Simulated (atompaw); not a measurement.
## palladium (Pd): one change to a PAW (atompaw) potential, before and after

```
Element                 : palladium
Generator               : atompaw 4.2.0.5
Type                    : PAW
Functional              : PBE
Relativity              : scalar-relativistic
Frozen core             : [Ar] 3d10
Valence charge          : 18
Reference configuration : 4s2 4p6 4d7 5s0 5p0 (charge +3)
Partial waves           : 4s (bound): rc 1.45 bohr; 5s (bound, empty): rc 2.00 bohr; 4p (bound): rc 1.55 bohr; 5p (bound, empty): rc 2.00 bohr; 4d (bound): rc 2.00 bohr; 4d channel at -2.15 Ry: rc 2.00 bohr
Local potential         : bessel scheme, radius 1.65 bohr
Core correction         : smooth core density matched at 1.10 bohr
Augmentation charge     : sinc compensation charge, radius 1.90 bohr; PAW radius 2.00 bohr; waves and projectors: custom polynom2 7 10 vanderbiltortho
```

All-electron outer shells of the reference configuration (PBE, scalar-relativistic, ld1.x):

```tsv
shell	level (eV)	outermost node (bohr)	outermost maximum (bohr)
3d	-367.30	–	0.28
4s	-126.08	0.45	0.85
4p	-91.44	0.46	0.90
4d	-41.64	0.45	1.06
5s	-30.58	1.12	2.16
5p	-23.19	1.24	2.51
```

Change: all radii scaled by about 1.27 (s 1.84, p 1.98, d 2.54 bohr); local potential bessel scheme, radius 2.10 bohr; augmentation sinc compensation charge, radius 2.42 bohr; PAW radius 2.54 bohr; waves and projectors: custom polynom2 7 10 vanderbiltortho; core correction smooth core density matched at 1.40 bohr.

Cutoffs: the cutoffs (Ry, on a coarse ladder) from which the occupation-weighted sum of valence levels, in a spherical-Bessel basis at the reference potential, stays within 10 and 1 mRy of its value at 400 Ry; they do not see the model core or the augmentation charge, which bear on the density cutoff.

Task: What does the change do?

Result: The potential gets softer (35 Ry and 200 Ry → 35 Ry and 70 Ry); neither file shows a bound ghost. A larger radius leaves more room for a smooth pseudo-wave, so fewer plane waves are needed.

| quantity | base | changed |
| --- | --- | --- |
| cutoff, loose | 35 Ry | 35 Ry |
| cutoff, tight | 200 Ry | 70 Ry |
| loose cutoff by channel (10 mRy a level) | s 18 Ry, p 21 Ry, d 21 Ry | s 18 Ry, p 18 Ry, d 18 Ry |
| bound ghosts | none | none |
| lowest overlap eigenvalue by channel | s 0.66, p 0.75, d 0.93 | s 0.46, p 0.66, d 0.97 |

 The cutoffs see the waves, projectors and local potential, not the compensation charge or the core.
